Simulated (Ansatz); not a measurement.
Cost and result up the ladder for SiEt2(OtBu)2 (C₁₂H₂₈O₂Si) (43 atoms). Charge 0, multiplicity 1. Geometry: r2SCAN-D4/def2-SVP.

Cartesian coordinates in Å:
```
Si 0.0185 -0.6694 0.0539
C -0.2729 -1.9029 1.4394
C 0.8095 -2.9802 1.5804
H -1.2686 -2.3709 1.3194
H -0.3312 -1.3063 2.3692
H 0.6556 -3.6003 2.4787
H 0.8212 -3.6622 0.7143
H 1.8095 -2.5231 1.6535
C -0.0327 -1.4436 -1.6655
C 1.2301 -2.2059 -2.0829
H -0.2302 -0.6212 -2.3786
H -0.9178 -2.1042 -1.7311
H 1.1654 -2.5688 -3.1220
H 2.1255 -1.5684 -2.0045
H 1.4106 -3.0835 -1.4413
O 1.5343 -0.0580 0.3571
C 2.1630 1.1847 0.0170
C 1.7449 2.2274 1.0552
C 3.6651 0.9211 0.0830
C 1.7542 1.6317 -1.3886
H 2.2396 3.1942 0.8682
H 0.6545 2.3704 1.0205
H 2.0193 1.8826 2.0644
H 3.9389 0.5558 1.0847
H 4.2379 1.8379 -0.1275
H 3.9498 0.1514 -0.6514
H 0.6674 1.8045 -1.4358
H 2.0261 0.8673 -2.1341
H 2.2638 2.5696 -1.6606
O -1.0443 0.6222 0.1211
C -2.4622 0.7578 0.2328
C -2.8554 0.6395 1.7078
C -2.7898 2.1537 -0.2972
C -3.1747 -0.3087 -0.6038
H -3.9328 0.8242 1.8458
H -2.6281 -0.3665 2.0948
H -2.2943 1.3744 2.3067
H -2.2477 2.9146 0.2862
H -3.8692 2.3617 -0.2306
H -2.4778 2.2415 -1.3501
H -2.9415 -1.3217 -0.2345
H -2.8661 -0.2433 -1.6594
H -4.2674 -0.1790 -0.5545
```

Ansatz on 2 threads of AMD EPYC 7R13 on a shared host and a share (18 GiB) of an NVIDIA H100 80GB HBM3. Times are rough, and most runs start from the orbitals of an earlier one. ωB97M-V/def2-TZVP serves as the yardstick here, not as an exact answer. Differences are given only for rows in sets of like size (and for xTB, whose basis is part of the method), since another set adds its own error. Binding counts from free atoms at the same level (Si triplet, C triplet, H doublet, O triplet; other spins of the atoms weren't run), without zero-point energy or a counterpoise term.

B3LYP takes the VWN-RPA correlation. Correlated methods freeze 19 core orbitals. The rows differ in basis, and correlated rows in double-zeta sets carry the largest basis error. Single mean-field runs in def2-TZVP are fitted with def2-universal-jkfit.

Correlated methods converge slowly with the basis, most of all in double-zeta sets.

```json
{"level": "HF/6-31G", "functions": "195", "wall time": "3.4 s", "binding energy per atom (eV)": "2.97", "difference from ωB97M-V/def2-TZVP (eV)": "–"}
{"level": "MP2/def2-SVP", "functions": "354", "wall time": "6 s", "binding energy per atom (eV)": "4.05", "difference from ωB97M-V/def2-TZVP (eV)": "–"}
{"level": "PBE-D4/def2-SVP", "functions": "354", "wall time": "6 s", "binding energy per atom (eV)": "4.28", "difference from ωB97M-V/def2-TZVP (eV)": "–"}
{"level": "B3LYP-D4/6-31G", "functions": "195", "wall time": "6.5 s", "binding energy per atom (eV)": "4.08", "difference from ωB97M-V/def2-TZVP (eV)": "–"}
{"level": "PBE0-D4/def2-TZVP", "functions": "639", "wall time": "7 s", "binding energy per atom (eV)": "4.20", "difference from ωB97M-V/def2-TZVP (eV)": "0.01"}
{"level": "r2SCAN-D4/def2-TZVP", "functions": "639", "wall time": "8 s", "binding energy per atom (eV)": "4.19", "difference from ωB97M-V/def2-TZVP (eV)": "0.00"}
{"level": "revPBE-D4/def2-TZVP (with forces)", "functions": "639", "wall time": "8 s", "binding energy per atom (eV)": "4.16", "difference from ωB97M-V/def2-TZVP (eV)": "-0.03"}
{"level": "PBE-D4/def2-TZVP (with forces)", "functions": "639", "wall time": "9.5 s", "binding energy per atom (eV)": "4.25", "difference from ωB97M-V/def2-TZVP (eV)": "0.06"}
{"level": "r2SCANh-D4/def2-TZVP", "functions": "639", "wall time": "10 s", "binding energy per atom (eV)": "4.17", "difference from ωB97M-V/def2-TZVP (eV)": "-0.02"}
{"level": "PBE0-D4/def2-SVP", "functions": "354", "wall time": "11 s", "binding energy per atom (eV)": "4.24", "difference from ωB97M-V/def2-TZVP (eV)": "–"}
{"level": "ωB97M-V/def2-TZVP", "functions": "639", "wall time": "12 s", "binding energy per atom (eV)": "4.19", "difference from ωB97M-V/def2-TZVP (eV)": "0.00"}
```
